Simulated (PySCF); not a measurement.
Isomers of C7H12BN, from PySCF, PBE0-D3(BJ)/def2-SVP geometry optimisation, gas phase. One conformer each, no zero-point energy, no frequencies.

Question: Which isomer lies lowest at this level?
A. `[BH2:1][c:2]1[cH:3][cH:4][cH:5][n:6]1[CH:7]([CH3:8])[CH3:9]` with C5–N6–C7–C8 62°: A = 2533, B = 1362, C = 1097 MHz, dipole 2.88 D
B. `[N:1]#[C:2][CH2:3][B:4]1[CH2:5][CH2:6][CH2:7][CH2:8][CH2:9]1` with C2–C3–B4–C5 -12°, C3–B4–C5–C6 -160°, B4–C5–C6–C7 -40°, C5–C6–C7–C8 59°, C6–C7–C8–C9 -60°: A = 3420, B = 912.7, C = 751.1 MHz, dipole 4.18 D
C. `[CH3:1][CH:2]([CH3:3])[N:4]1[BH:5][CH:6]=[CH:7][CH:8]=[CH:9]1` with C1–C2–N4–B5 118°: A = 3348, B = 1104, C = 1012 MHz, dipole 2.43 D
D. `[CH3:1][C:2]#[C:3][B@@H-:4]([CH2:5][CH3:6])[N+:7]#[C:8][CH3:9]` with C3–B4–C5–C6 180°: A = 1670, B = 861.0, C = 593.5 MHz, dipole 7.20 D
E. `CB(C(=C(C)C)C#N)C`: A = 1745, B = 1438, C = 854.9 MHz, dipole 4.60 D

Answer: C. That is `C1=CC=CN(C(C)C)B1`, 23.0 kcal/mol below the next.

```
                SMILES                                                   mapped SMILES      E (Eh)  relative (kcal/mol)  relative (kJ/mol)  dipole (D)
       CC(C)N1BC=CC=C1   [CH3:1][CH:2]([CH3:3])[N:4]1[BH:5][CH:6]=[CH:7][CH:8]=[CH:9]1  -352.94766                  0.0                0.0        2.43
          N#CCB1CCCCC1    [N:1]#[C:2][CH2:3][B:4]1[CH2:5][CH2:6][CH2:7][CH2:8][CH2:9]1  -352.91107                 23.0               96.1        4.18
         Bc1cccn1C(C)C     [BH2:1][c:2]1[cH:3][cH:4][cH:5][n:6]1[CH:7]([CH3:8])[CH3:9]  -352.89792                 31.2              130.6        2.88
     CB(C)C(C#N)=C(C)C   [CH3:1][B:2]([CH3:3])[C:4]([C:5]#[N:6])=[C:7]([CH3:8])[CH3:9]  -352.88860                 37.1              155.1        4.60
CC#C[B@@H-](CC)[N+]#CC  [CH3:1][C:2]#[C:3][B@@H-:4]([CH2:5][CH3:6])[N+:7]#[C:8][CH3:9]  -352.83298                 72.0              301.1        7.20
```
